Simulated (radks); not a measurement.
Values are calculated unless marked as measured or tabulated.
Q: The cerium ion Ce4+, [Xe]. Level of theory: non-relativistic Kohn-Sham, LDA (Slater exchange, Perdew-Wang correlation), spin-polarised, spherical densities, point nucleus (a radial shooting solver on a logarithmic mesh with Libxc functionals). Every spin shell is full or empty, so the densities are truly spherical. Functionals are evaluated on that one density, not self-consistently. Rank these orbital-free kinetic functionals by their error against the exact value of the orbitals, and give that value: Thomas-Fermi, von Weizsacker, TF + vW/9, TF + vW/5, LC94, Perdew 92, Pearson, PG1, DePristo-Kress, Ernzerhof.

A: Exact: 8556.52 hartree. From best to worst, with 100 (|E| - |E exact|)/|E exact| (equal figures are ties): LC94 +0.01, DePristo-Kress -0.17, Ernzerhof -0.47, Perdew 92 -0.72, TF + vW/9 -0.73, Pearson -0.93, TF + vW/5 +2.79, Thomas-Fermi -5.13, PG1 +14.15, von Weizsacker -60.41.
